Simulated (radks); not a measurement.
Polarisability of the phosphorus ion P3+, [Ne] 3s2, at imaginary frequency. All-electron calculation, non-relativistic Kohn-Sham, LDA (Slater exchange, VWN5 correlation), spin-polarised, spherical densities, point nucleus. Program: a radial shooting solver on a logarithmic mesh with Libxc functionals. Response by self-consistent Sternheimer equations with the Hartree and adiabatic LDA kernel.

w (hartree)  alpha1(iw) (bohr^3)  alpha2(iw) (bohr^5)
0.00266                    6.485                13.60
0.0143                     6.480                13.60
0.0360                     6.451                13.58
0.0697                     6.357                13.52
0.118                      6.130                13.37
0.186                      5.674                13.04
0.280                      4.900                12.39
0.413                      3.826                11.23
0.605                      2.642                9.377
0.892                      1.612                6.918
1.35                      0.8885                4.327
2.12                      0.4559                2.233
3.59                      0.2226               0.9264
6.94                     0.09639               0.2880
17.5                     0.02500              0.05229

Static values: alpha1 = 6.485 bohr^3 (0.9610 angstrom^3; uncoupled 11.00), alpha2 = 13.60 bohr^5, alpha3 = 46.05 bohr^7. C6 = 16.05, C8 = 217.6, triple-dipole C9 = 76.39 atomic units. One-pole (London) frequency 4 C6 / (3 alpha1^2) = 0.509 hartree, against 1.677 for minus the highest occupied eigenvalue. The dipole shielding factor is 0.800, as the force sum rule N/Z = 0.800 demands.
